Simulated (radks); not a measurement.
Task: Numerical settings for the praseodymium ion Pr51+, [He] 2s2 2p4. All-electron calculation, non-relativistic Kohn-Sham, LDA (Slater exchange, Perdew-Wang correlation), spin-polarised, spherical densities, point nucleus; open shells are filled with parallel spins first (spin-orbit coupling, left out, can overturn this in heavy ions); relativity is left out, which matters for an element this heavy. Program: a radial shooting solver on a logarithmic mesh with Libxc functionals. The defaults (mesh step 0.008 in ln r, mesh end at 40 bohr or more with all orbitals vanishing there, Anderson mixing 0.5 over 9 steps, residual threshold near 1e-9 with the energy settled to 1e-9 hartree or 1e-11 of itself, here a cap of 58 iterations) give E = -5759.1000 hartree and 2p at -9689.8 eV in 13 iterations. Run on one thread of a shared host, so times are rough (Arm Neoverse N1): 0.08 s of CPU time, 0.08 s wall, 13 iterations on 2476 mesh points. One setting is changed at a time: mesh step in ln r 0.005; mesh step in ln r 0.012; mesh step in ln r 0.03; mesh end (bohr) 8; mesh end (bohr) 1; residual threshold 0.001; residual threshold 1e-05; mixing 1.5; linear mixing, mixing 0.5; linear mixing, mixing 0.05; mixing history 3; iteration cap 3. Which runs fail to converge, and which converge to a wrong energy?

Result: Not converged within the cap: linear mixing, mixing 0.05; iteration cap 3. No run marked as converged misses the energy by more than 1 mhartree.
